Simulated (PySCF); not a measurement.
A search over the determinants of CaPb⁺

Unrestricted PBE0; basis Ca def2-SVP, Pb def2-SVP with ECP60; scalar-relativistic core potentials; PySCF 2.14. Outer shells of the fragments: Ca+ 4s1; Pb 5d10 6s2 6p2.

Followed along the bond (rough minima from three points):

```tsv
2Ms+1	unpaired	⟨S²⟩ at the start	R at minimum (Å)	Te (eV)
2	π ↑	0.77	3.28	0.00
4	σ ↑, π ↑↑	3.75	2.95	0.18
2	σ ↑, π ↑↓	1.75	2.98	0.70
2	σ ↓, π ↑↑	1.76	2.99	0.77
4	σ ↑↑, π ↑	3.75	none in the scan	≤ 0.90
```

Solutions found at the starting distance of 3.085 Å, counted from the lowest of them; the search is not exhaustive and high or unbound solutions are not listed, so other states can lie among these:

| 2Ms+1 | unpaired | term | E (eV) | ⟨S²⟩ | ⟨Lz²⟩ | μ (D) |
| --- | --- | --- | --- | --- | --- | --- |
| 2 | π ↑ | ²Π | 0.00 | 0.77 | 1.01 | -10.76 |
| 4 | σ ↑, π ↑↑ | ⁴Σ⁻ | 0.17 | 3.75 | 0.00 | -12.92 |
| 2 | σ ↑, π ↑↓ | mixed | 0.67 | 1.75 | 2.01 | -12.69 |
| 2 | σ ↓, π ↑↑ | mixed | 0.73 | 1.76 | 0.00 | -12.52 |
| 4 | σ ↑↑, π ↑ | ⁴Π | 1.07 | 3.75 | 1.01 | -6.71 |
| 2 | σ ↑ | ²Σ⁺ | 1.23 | 0.75 | 0.00 | -5.57 |
| 4 | σ ↑, π ↑↑ | mixed | 2.44 | 3.75 | 2.00 | -7.73 |

A term symbol is given only where ⟨S²⟩ and ⟨Lz²⟩ are close to those of a pure state; real π, δ and φ orbitals otherwise mix terms. A positive dipole points towards Pb; it is taken about the centre of mass and depends on that origin.

Spin–orbit coupling is left out, which matters for elements this heavy, above all for dissociation energies. Counting both spins, an empty level lies below a filled one in some of these solutions, because spin and occupation are held.
